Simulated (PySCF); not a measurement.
**Exercise with solution: entropy of an ideal gas**

ammonium (H4N), SMILES [NH4+], charge +1.

Coordinates come from a B3LYP-D3(BJ)/def2-TZVPD optimisation.

PySCF with B3LYP-D3(BJ)/def2-TZVPD gives the harmonic wavenumbers 1481, 1481, 1481, 1720, 1720, 3361, 3460, 3460, 3460 cm⁻¹ and the rotational temperatures 8.5867, 8.5867, 8.5867 K. The molar mass is 18.04 g/mol, the symmetry number 12, the spin multiplicity 1.

Q: Work out the entropy at 298.15 K and 1 atm in the rigid-rotor, harmonic-oscillator model.

A: 
Translation (Sackur–Tetrode at 1 atm): S = R[1.5 ln M + 2.5 ln T − 1.16487] = 144.8 J/(mol K).
Rotation: q = (√π/σ) T^1.5/√(θA θB θC) = 30.2, S = R[ln q + 3/2] = 40.8 J/(mol K).
Vibration: with u = 1.4388 ν/T, each mode gives R[u/(e^u − 1) − ln(1 − e^−u)]:
```tsv
ν (cm⁻¹)	modes	u	S (J/(mol K))
1481	3	7.15	0.16
1720	2	8.30	0.04
```
The stiffer modes add less than 0.005 each. Sum 0.2 J/(mol K).
Spin: R ln 1 = 0.0 J/(mol K).
Total 185.8 J/(mol K); the program's own thermochemistry gives 185.8. Translation makes up 78 % and vibration 0 %. Anharmonicity, hindered rotation and orbital degeneracy are left out.
